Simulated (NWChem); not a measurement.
MgH₂SO; SMILES [OH][Mg][SH]

```xyz
5

Mg     0.0043    -0.5907    -0.1027
O     -0.1930    -2.3747    -0.1851
H     -0.0577    -3.0588     0.4775
S      0.2493     1.7023    -0.0899
H     -1.0313     1.9129     0.2983
```
Atoms are numbered in this order, from 1.

Level: B3LYP/6-31G* (spherical d) (NWChem), optimised geometry, unscaled harmonic frequencies. 

**Question.** List the harmonic frequencies with IR intensities, and the thermochemistry.

**Answer.** 
```json
[
 {"frequency (cm⁻¹)": "117", "IR intensity (km/mol)": "130.2"},
 {"frequency (cm⁻¹)": "124", "IR intensity (km/mol)": "8.4"},
 {"frequency (cm⁻¹)": "127", "IR intensity (km/mol)": "39.5"},
 {"frequency (cm⁻¹)": "357", "IR intensity (km/mol)": "14.9"},
 {"frequency (cm⁻¹)": "405", "IR intensity (km/mol)": "159.6"},
 {"frequency (cm⁻¹)": "550", "IR intensity (km/mol)": "4.5"},
 {"frequency (cm⁻¹)": "796", "IR intensity (km/mol)": "79.9"},
 {"frequency (cm⁻¹)": "2650", "IR intensity (km/mol)": "15.4"},
 {"frequency (cm⁻¹)": "3876", "IR intensity (km/mol)": "43.8"}
]
```

* **zero-point energy**: 12.9 kcal/mol
* **thermal correction to the enthalpy at 298.15 K (with zero-point energy)**: 17.1 kcal/mol
* **heat capacity Cv**: 16.6 cal/(mol K)
* **entropy at 298.15 K and 1 atm (symmetry number 1)**: 73.8 cal/(mol K)
* **dipole moment**: 1.94 D

Rigid rotor and harmonic oscillator.
